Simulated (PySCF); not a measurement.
C4H14OSi2, triplet, at the geometry of the source list (a higher spin typed on purpose: for a closed-shell molecule this is an excited state); PySCF with SVWN5/STO-3G.

Here is a job for PySCF.
```python
from pyscf import gto, scf, dft

mol = gto.Mole()
mol.atom = '''
    C     2.13880000    1.46220000    0.17930000
    Si    1.57910000   -0.27440000    0.70930000
    C     2.23490000   -1.57560000   -0.50940000
    O    -0.04460000   -0.33670000    0.74100000
    Si   -1.64560000   -0.09750000    0.59540000
    C    -1.97350000    1.68780000    0.03410000
    C    -2.35230000   -1.32390000   -0.67140000
    H     1.82950000    1.68750000   -0.83960000
    H     1.71240000    2.22530000    0.82620000
    H     3.22120000    1.56050000    0.22250000
    H     1.97970000   -0.57490000    2.08930000
    H     1.83420000   -2.56060000   -0.29000000
    H     3.31610000   -1.64040000   -0.45110000
    H     1.97630000   -1.33760000   -1.53730000
    H    -2.17270000   -0.34700000    1.94270000
    H    -1.57060000    1.87410000   -0.95960000
    H    -3.03900000    1.90400000    0.00150000
    H    -1.51280000    2.40230000    0.71230000
    H    -2.07800000   -2.34590000   -0.42810000
    H    -1.99760000   -1.11950000   -1.67760000
    H    -3.43550000   -1.26990000   -0.68950000
'''
mol.basis = 'sto-3g'
mol.spin = 2
mol.verbose = 4
mol.build()

mf = dft.UKS(mol)
mf.xc = 'lda,vwn'
mf.kernel()
```

Write the output that PySCF gives for this input, abridged.


```
PySCF version 2.14.0

[INPUT] verbose = 4
[INPUT] num. atoms = 21
[INPUT] num. electrons = 74
[INPUT] charge = 0
[INPUT] spin (= nelec alpha-beta = 2S) = 2
[INPUT] symmetry False subgroup None
[INPUT] Mole.unit = angstrom
[INPUT] Symbol           X                Y                Z      unit          X                Y                Z       unit  Magmom
[...]
nuclear repulsion = 472.950485184955
number of shells = 39
number of NR pGTOs = 171
number of NR cGTOs = 57
basis = sto-3g
ecp = {}

******** <class 'pyscf.dft.uks.UKS'> ********
method = UKS
initial guess = minao
damping factor = 0
level_shift factor = 0
DIIS = <class 'pyscf.scf.diis.CDIIS'>
diis_start_cycle = 1
diis_space = 8
diis_damp = 0
SCF conv_tol = 1e-09
SCF conv_tol_grad = None
SCF max_cycles = 50
direct_scf = True
direct_scf_tol = 1e-13
number electrons alpha = 38  beta = 36
XC library pyscf.dft.libxc version 7.1.2
    S. Lehtola, C. Steigemann, M. J. T. Oliveira, and M. A. L. Marques,  SoftwareX 7, 1–5 (2018)
XC functionals = lda,vwn
    P. A. M. Dirac,  Math. Proc. Cambridge Philos. Soc. 26, 376 (1930)
    F. Bloch,  Z. Phys. 57, 545 (1929)
    S. H. Vosko, L. Wilk, and M. Nusair,  Can. J. Phys. 58, 1200 (1980)
radial grids:
    Treutler-Ahlrichs [JCP 102, 346 (1995); DOI:10.1063/1.469408] (M4) radial grids

becke partition: Becke, JCP 88, 2547 (1988); DOI:10.1063/1.454033
pruning grids: <function nwchem_prune>
grids dens level: 3
symmetrized grids: False
atomic radii adjust function: <function treutler_atomic_radii_adjust>
small_rho_cutoff = 0
Set gradient conv threshold to 3.16228e-05
tot grids = 246232
init E= -800.89976746471

cycle= 1 E= -800.389349752475  delta_E= 0.51  |g|= 0.638  |ddm|= 4.26

cycle= 2 E= -798.216685390096  delta_E= 2.17  |g|= 2.13  |ddm|= 5.17

cycle= 3 E= -800.64784519887  delta_E= -2.43  |g|= 0.375  |ddm|= 4.56

cycle= 4 E= -800.707201872922  delta_E= -0.0594  |g|= 0.224  |ddm|= 1.64

cycle= 5 E= -800.741829202085  delta_E= -0.0346  |g|= 0.0484  |ddm|= 0.525

cycle= 6 E= -800.731752923476  delta_E= 0.0101  |g|= 0.0979  |ddm|= 1.45

cycle= 7 E= -800.736196416476  delta_E= -0.00444  |g|= 0.062  |ddm|= 0.0991

cycle= 8 E= -800.742070254129  delta_E= -0.00587  |g|= 0.0404  |ddm|= 1.48

cycle= 9 E= -800.742647847041  delta_E= -0.000578  |g|= 0.0345  |ddm|= 0.194

cycle= 10 E= -800.742396897191  delta_E= 0.000251  |g|= 0.0362  |ddm|= 0.164

cycle= 11 E= -800.742617228822  delta_E= -0.00022  |g|= 0.0308  |ddm|= 0.0648

cycle= 12 E= -800.736638417085  delta_E= 0.00598  |g|= 0.0656  |ddm|= 1.43

cycle= 13 E= -800.736275385197  delta_E= 0.000363  |g|= 0.067  |ddm|= 0.0686

cycle= 14 E= -800.736956209302  delta_E= -0.000681  |g|= 0.0635  |ddm|= 0.0958

cycle= 15 E= -800.741924947064  delta_E= -0.00497  |g|= 0.0319  |ddm|=  0.7

cycle= 16 E= -800.735635646213  delta_E= 0.00629  |g|= 0.0685  |ddm|= 0.919

cycle= 17 E= -800.741398405467  delta_E= -0.00576  |g|= 0.0353  |ddm|= 1.44

cycle= 18 E= -800.741648280617  delta_E= -0.00025  |g|= 0.0338  |ddm|= 0.0629

cycle= 19 E= -800.741221961768  delta_E= 0.000426  |g|= 0.0371  |ddm|= 0.0894

cycle= 20 E= -800.741178119686  delta_E= 4.38e-05  |g|= 0.0372  |ddm|= 0.0132

cycle= 21 E= -800.741144810784  delta_E= 3.33e-05  |g|= 0.0353  |ddm|= 0.0683

cycle= 22 E= -800.737541702008  delta_E= 0.0036  |g|= 0.0589  |ddm|= 1.47

cycle= 23 E= -800.737232646029  delta_E= 0.000309  |g|= 0.0612  |ddm|= 0.0219

cycle= 24 E= -800.73664746749  delta_E= 0.000585  |g|= 0.0699  |ddm|= 0.127

cycle= 25 E= -800.736102254559  delta_E= 0.000545  |g|= 0.0742  |ddm|= 0.0162

cycle= 26 E= -800.736150941135  delta_E= -4.87e-05  |g|= 0.0739  |ddm|= 0.00225

cycle= 27 E= -800.741880594675  delta_E= -0.00573  |g|= 0.0376  |ddm|= 1.45

cycle= 28 E= -800.742547567328  delta_E= -0.000667  |g|= 0.0345  |ddm|= 0.295

cycle= 29 E= -800.741695574279  delta_E= 0.000852  |g|= 0.0413  |ddm|= 0.265

cycle= 30 E= -800.741775432277  delta_E= -7.99e-05  |g|= 0.0405  |ddm|= 0.00897

cycle= 31 E= -800.742287963458  delta_E= -0.000513  |g|= 0.0305  |ddm|= 0.0601

cycle= 32 E= -800.737044199475  delta_E= 0.00524  |g|= 0.0636  |ddm|= 1.46

cycle= 33 E= -800.736044728536  delta_E= 0.000999  |g|= 0.0714  |ddm|= 0.0393

cycle= 34 E= -800.736566784992  delta_E= -0.000522  |g|= 0.0675  |ddm|= 0.0221

cycle= 35 E= -800.737606406727  delta_E= -0.00104  |g|= 0.0601  |ddm|= 0.0722

cycle= 36 E= -800.740771746611  delta_E= -0.00317  |g|= 0.0502  |ddm|= 1.47

cycle= 37 E= -800.741648494107  delta_E= -0.000877  |g|= 0.039  |ddm|= 0.035

cycle= 38 E= -800.737813243413  delta_E= 0.00384  |g|= 0.0572  |ddm|= 1.47

cycle= 39 E= -800.742581039275  delta_E= -0.00477  |g|= 0.0321  |ddm|=  1.4

cycle= 40 E= -800.743159226257  delta_E= -0.000578  |g|= 0.0232  |ddm|= 0.134

cycle= 41 E= -800.736537259743  delta_E= 0.00662  |g|= 0.0654  |ddm|=  1.4

cycle= 42 E= -800.735680058128  delta_E= 0.000857  |g|= 0.073  |ddm|= 0.0307

cycle= 43 E= -800.735827544682  delta_E= -0.000147  |g|= 0.072  |ddm|= 0.00636

cycle= 44 E= -800.740527305366  delta_E= -0.0047  |g|= 0.0424  |ddm|= 0.526

cycle= 45 E= -800.740891866902  delta_E= -0.000365  |g|= 0.049  |ddm|= 1.35

cycle= 46 E= -800.740878962315  delta_E= 1.29e-05  |g|= 0.0492  |ddm|= 0.00204

cycle= 47 E= -800.741104446171  delta_E= -0.000225  |g|= 0.0457  |ddm|= 0.0312

cycle= 48 E= -800.741922202714  delta_E= -0.000818  |g|= 0.0359  |ddm|= 0.0617

cycle= 49 E= -800.740787867322  delta_E= 0.00113  |g|= 0.0501  |ddm|= 0.0587

cycle= 50 E= -800.735682749067  delta_E= 0.00511  |g|= 0.0736  |ddm|= 1.48
SCF not converged.
SCF energy = -800.735682749067 after 50 cycles  <S^2> = 2.001834  2S+1 = 3.0012224
```

The run did not converge; its last values are not results.
